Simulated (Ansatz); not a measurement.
Two isomers of CH8BClSi2: A = `[SiH3]C([SiH3])BCl`, B = `CB[SiH2][SiH2]Cl`.

Computed with Ansatz on PBE0-D4/def2-TZVP structures; ΔE is electronic, products minus reactants. CBS: MP2 limit from def2 TZ/QZ plus the TZ coupled-cluster correction, frozen cores. DFT in def2-TZVPP. B3LYP here is the variant with VWN-RPA as its local correlation; programs differ in this. Each species was taken in one conformer, which may not be the lowest.

A:

Z-matrix (Å, degrees):
```
Si
C 1 1.886
H 1 1.486 2 109.4
H 1 1.485 2 109.8 3 119.9
H 1 1.486 2 110.5 3 -119.8
Si 2 1.886 1 108.2 3 -60.3
B 2 1.533 1 109.6 3 -179.7
H 2 1.096 1 108.4 3 57.1
H 6 1.486 2 109.4 1 60.8
H 6 1.485 2 109.8 1 -59.1
H 6 1.486 2 110.5 1 -179.4
Cl 7 1.753 2 121.6 1 -120.8
H 7 1.195 2 122.4 1 59.3
```

B:

```xyz
13

C    -1.803   -0.224    1.201
B    -1.138    0.714    0.165
Si    0.843    1.043    0.109
Si    1.677   -0.649   -1.286
Cl    0.966   -2.474   -0.607
H    -1.278   -0.343    2.149
H    -1.759   -1.210    0.703
H    -2.864   -0.029    1.375
H    -1.797    1.160   -0.734
H     1.245    2.335   -0.518
H     1.541    0.904    1.418
H     3.159   -0.732   -1.286
H     1.208   -0.495   -2.687
```

(1) Which is lower in electronic energy at CCSD(T)/CBS, and by how much? (Best estimate.)

(2) Give E(B) − E(A) in kJ/mol with CCSD/def2-TZVPP, r2SCAN-D4, ωB97M-V, B3LYP, B3LYP-D4, MP2/def2-TZVPP, PBE0-D4. (An estimate is asked.)

Largest T1 diagnostic: 0.012.

Answers

(1) The calculation gave: A, by 42.6 kJ/mol.

(2) The calculation gave: CCSD/def2-TZVPP 45.7, r2SCAN-D4 33.8, ωB97M-V 47.3, B3LYP 30.7, B3LYP-D4 35.1, MP2/def2-TZVPP 60.0, PBE0-D4 28.8. None reverses the order clearly.

In def2-TZVPP, CCSD(T) changes the Hartree–Fock value by +7.9 kJ/mol (the triples alone add +2.3 kJ/mol) and MP2 by +19.8 kJ/mol. The D4 term adds +4.4 kJ/mol with B3LYP and +2.1 kJ/mol with PBE0; it sums over pairs of atoms, weighted by their polarisabilities, and B3LYP, whose exchange is more repulsive, gets the larger term.
